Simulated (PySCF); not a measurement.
**SMILES C=C(C)/C(C)=C/C, C$_{7}$H$_{12}$**

Geometry:
```
atom   x (Å)   y (Å)   z (Å)
  C1  -1.394  -0.360   1.803
  C2  -1.012  -0.515   0.522
  C3  -1.937  -1.184  -0.456
  C4   0.305  -0.040   0.044
  C5   1.215   0.618   1.040
  C6   0.670  -0.194  -1.246
  C7   1.967   0.242  -1.857
  H8  -0.761   0.120   2.551
  H9  -2.369  -0.717   2.143
 H10  -2.867  -1.497   0.039
 H11  -1.473  -2.077  -0.905
 H12  -2.204  -0.509  -1.284
 H13   0.740   1.509   1.483
 H14   1.456  -0.063   1.872
 H15   2.160   0.939   0.584
 H16  -0.038  -0.676  -1.926
 H17   2.066   1.341  -1.874
 H18   2.839  -0.148  -1.307
 H19   2.052  -0.106  -2.895
```

Theory: TDDFT CAM-B3LYP/aug-cc-pVDZ circular dichroism and optical rotation, one conformer, IEF-PCM cyclohexane (non-equilibrium linear response, no local-field factor) (PySCF 2.14.0). Geometry: PBE0-D3(BJ)/def2-SVP.

No stereocentre is labelled: unless the shape is locked (an allene, a helicene, a hindered biaryl), the mirror image is equally populated and a measured rotation or CD is zero.

(1) Draw the ECD and absorption spectra from the lowest 12 states, each a Gaussian of half-width 0.35 eV at 1/e height.

Answers

(1) 
| E (eV) | λ (nm) | Δε (L mol⁻¹ cm⁻¹) | ε (L mol⁻¹ cm⁻¹) |
| --- | --- | --- | --- |
| 4.71 | 263 | -0.13 | 4160 |
| 4.81 | 258 | -0.27 | 8680 |
| 4.91 | 253 | -0.48 | 15400 |
| 5.01 | 248 | -0.72 | 23100 |
| 5.11 | 243 | -0.93 | 29600 |
| 5.21 | 238 | -1.02 | 32100 |
| 5.31 | 234 | -0.96 | 29600 |
| 5.41 | 229 | -0.77 | 23300 |
| 5.51 | 225 | -0.51 | 15600 |
| 5.61 | 221 | -0.23 | 8930 |
| 5.71 | 217 | +0.06 | 4540 |
| 5.81 | 213 | +0.37 | 2320 |
| 5.91 | 210 | +0.71 | 1640 |
| 6.01 | 206 | +1.02 | 1840 |
| 6.11 | 203 | +1.23 | 2450 |
| 6.21 | 200 | +1.29 | 3140 |
| 6.31 | 197 | +1.22 | 3680 |
| 6.41 | 193 | +1.10 | 3890 |
| 6.51 | 191 | +1.00 | 3680 |
| 6.61 | 188 | +0.94 | 3130 |
| 6.71 | 185 | +0.89 | 2430 |
| 6.81 | 182 | +0.82 | 1790 |
| 6.91 | 179 | +0.73 | 1330 |
| 7.01 | 177 | +0.66 | 1060 |

Δε uses R in velocity form, ε uses f in length form. Only the states computed contribute, so the short-wavelength end is incomplete.
